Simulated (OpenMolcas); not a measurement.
# 4d ions of charge +3 along the row

- Program: OpenMolcas
- Method: SS-CASPT2, IPEA 0.25 Eh, imaginary shift 0.1 Eh
- Basis: ANO-RCC-VTZP
- Scalar Hamiltonian: DKH2, point nucleus
- Spin-orbit coupling: state interaction with AMFI integrals over the reference wave functions, term energies averaged over their components

Active space: the 4d shell; CASPT2 also correlates the outermost closed s and p core shells.

B and C come from two terms' centres of gravity (d2, d8: 3P = 15B, 1G = 12B + 2C; d3, d7: 4P = 15B, 2G = 4B + 3C; d4, d6: 3G = 9B + 4C, 3H = 4B + 4C; d5: 4D = 17B + 5C, 4G = 10B + 5C, above the ground term), where all their levels are at least 80 % pure. ζ = ±2S·A comes from the whole width of the ground multiplet by E(J) = (A/2) J(J+1), where its levels are at least 85 % pure. Energies in cm-1.

```
 Ion  Configuration  Lowest level  Weight (%)    B  B measured     C  C measured     ζ  ζ measured
Nb3+            4d2           3F2          98  647              2563               671            
Mo3+            4d3        4F 3/2          99  649         619  2703        2606   802         818
Tc3+            4d4           5D0          98                                     1038            
Ru3+            4d5        6S 5/2          99                                                     
Rh3+            4d6           5D4          98                                     1319            
Pd3+            4d7        4F 9/2          97                                     1587            
Ag3+            4d8           3F4          99
```

Measured columns use the levels in Sugar and Musgrove, J. Phys. Chem. Ref. Data 17, 155 (1988) (Mo3+).

The computed ζ goes from 671 (Nb3+) to 1587 cm-1 (Pd3+), a factor of 2.37, rising at every step.

Term energies are means over components that CASPT2 splits; among the low terms the widest spread is 740 cm-1 (4d7 2H, Pd3+). Terms from blocks run as CI alone lack orbitals of their own. The CASPT2 spread within a term exceeds the gap to the next term for 4d3 2P and 4d3 2H, 4d3 2H and 4d3 2D(1), so the order of their levels is uncertain (figures for Mo3+; the like holds for Pd3+). Some levels mix across a computed gap that differs much from the measured one, so their mixing is not that of the real levels (holds for Mo3+). Computed and measured levels are paired by configuration, term and J; levels that our copy of the source lacks, or whose pairing is in doubt (as where it misses far off the trend of its configuration), stay unpaired and out of the deviations. Levels of configurations outside the active space are missing.

A number in round brackets counts repeated terms of one configuration in the order of the reference energies.
